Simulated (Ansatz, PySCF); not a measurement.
Ge(H)(NMe2) (C₂H₇GeN), SMILES C[N](C)[GeH] (connectivity only; charge and spin as stated), neutral, multiplicity 1. Atoms are numbered in the order given.

```xyz
11

Ge     0.0051    -1.0667     0.0000
H     -1.5939    -1.1710     0.0000
N     -0.0113     0.7625     0.0000
C      1.2370     1.4903     0.0000
C     -1.1650     1.6296     0.0000
H      1.3248     2.1416    -0.8900
H      1.3248     2.1416     0.8900
H      2.0895     0.7952     0.0000
H     -1.1703     2.2885     0.8893
H     -1.1703     2.2885    -0.8893
H     -2.0894     1.0387     0.0000
```
Charge 0, spin multiplicity 1.

Coordinates come from a PBE0-D3(BJ)/def2-SVP optimisation. The structure was generated by enumeration; whether it is a known compound was not checked.

Two levels are set side by side: PBE-D3(BJ)/def2-SVP (Ansatz, a program for electronic structure) and PBE0-D3(BJ)/def2-SVP (Ansatz). Each level has its own optimised geometry; the coordinates shown are those of the second. Frequencies come from the Hessian of PySCF at each geometry. Differences are taken from unrounded values.

```csv
quantity,PBE0-D3(BJ),PBE-D3(BJ),PBE-D3(BJ) minus PBE0-D3(BJ)
mean bond length (Å),1.294,1.306,0.011
bond Ge1–N3 (Å),1.829,1.855,0.026
bond N3–C4 (Å),1.445,1.454,0.010
bond N3–C5 (Å),1.443,1.453,0.009
bond Ge1–H2 (Å),1.602,1.621,0.018
bond C4–H6 (Å),1.106,1.115,0.009
bond C4–H7 (Å),1.106,1.115,0.009
bond C4–H8 (Å),1.100,1.108,0.008
bond C5–H9 (Å),1.107,1.116,0.009
bond C5–H10 (Å),1.107,1.116,0.009
bond C5–H11 (Å),1.097,1.105,0.008
highest harmonic wavenumber (cm⁻¹),3176,3086,-89
mean harmonic wavenumber (cm⁻¹),1452,1401,-50
zero-point energy (kcal/mol),56.03,54.08,-1.95
```

GGA bonds tend to be longer and softer than those of functionals with exact exchange. Differences between two approximate levels are no errors against the true value.
